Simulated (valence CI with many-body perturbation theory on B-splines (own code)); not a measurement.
**Which ion has this spectrum?**

A relativistic CI+MBPT calculation for an atom or ion with 51 electrons gives these levels (cm⁻¹):

| J | Parity | E | g |
| --- | --- | --- | --- |
| 3/2 | odd | 0.0 | 1.66 |
| 3/2 | odd | 22814 | 1.21 |
| 5/2 | odd | 30335 | 1.20 |
| 1/2 | odd | 45628 | 0.66 |
| 3/2 | odd | 66180 | 1.26 |
| 5/2 | odd | 69100 | 0.79 |
| 7/2 | odd | 73131 | 1.16 |
| 7/2 | odd | 88389 | 0.98 |
| 5/2 | odd | 88737 | 0.99 |
| 7/2 | odd | 91551 | 1.15 |
| 9/2 | odd | 92144 | 1.18 |
| 3/2 | odd | 93320 | 0.71 |
| 5/2 | odd | 94601 | 1.26 |
| 9/2 | odd | 96076 | 1.17 |

The energies are calculated, with errors of perhaps 200 cm⁻¹, more in some levels.

**Question.** Which is it?
A. Cs4+
B. Ce7+
C. La6+
D. Ba5+

**Answer.** B. Ce7+, ground level (5s^2 5p1/2^2 5p3/2) J=3/2.
